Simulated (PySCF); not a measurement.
TDDFT excited states: [C5H6F2NO]+

Species: C5H6F2NO (charge +1).
SMILES: `C[N+]1=COC(C(F)F)=C1`

Theory: TDDFT B3LYP/def2-SVPD, vertical, gas phase, core orbitals frozen in the response (PySCF 2.14.0, density-fitted response routines). One conformer (not necessarily the lowest) at the GFN2-xTB geometry, without solvent, vibrations or thermal averaging. Torsions of this conformer, `[CH3:1][n+:2]1[cH:3][o:4][c:5]([CH:6]([F:7])[F:8])[cH:9]1`: O4–C5–C6–F7 -127°.

Predict the UV-vis stick spectrum at this level.

```
state  E (eV)  ν̃ (cm⁻¹)       f  |μ| (D)  main configurations (H = HOMO, L = LUMO)
   S1    5.94      47900   0.155     2.63                                 H→L (95%)
   S2    6.51      52530  0.0004     0.13                               H-1→L (97%)
   S3    7.00      56440   0.079     1.72                  H→L+1 (73%), H-2→L (22%)
   S4    7.41      59760  0.0001     0.06                             H-1→L+1 (96%)
   S5    7.83      63160  0.0015     0.22                               H-3→L (97%)
   S6    8.03      64790   0.395     3.60                  H-2→L (71%), H→L+1 (20%)
   S7    8.22      66320  0.0027     0.29                               H→L+2 (91%)
   S8    8.26      66590  0.0040     0.36                  H-4→L (85%), H-6→L (10%)
```

Triplets, Tamm–Dancoff:

| state | E (eV) | λ (nm) | main configurations (H = HOMO, L = LUMO) |
| --- | --- | --- | --- |
| T1 | 4.11 | 301.7 | H→L (93%) |
| T2 | 4.94 | 251.1 | H→L+1 (93%) |
| T3 | 6.31 | 196.4 | H-2→L (90%) |

The lowest singlet comes at 209 nm (573 kJ/mol) in the ultraviolet; it is strong; its leading configuration is HOMO→LUMO (95%). The strongest level in the table is S6 at 8.03 eV (154 nm, f = 0.395). Löwdin shares by element: HOMO carbon 71% or more, nitrogen 9% (atoms not listed hold the other 20%); LUMO carbon 44% or more, oxygen 22%, nitrogen 20%. Of the 8 states listed, 3 reach f = 0.01 and 2 stay under 0.0005. Weighted by f, the mean energy of these states is 7.40 eV. The oscillator strengths of these states sum to 0.638; summed over the whole spectrum of an exact calculation they would give the number of electrons, 68 (Thomas–Reiche–Kuhn). No computed singlet lies in the visible range (380 to 750 nm); the lowest, at 209 nm, stands 2.68 eV above its violet end (3.26 eV). Only the lowest 8 singlets were computed, as vertical energies without vibronic structure.
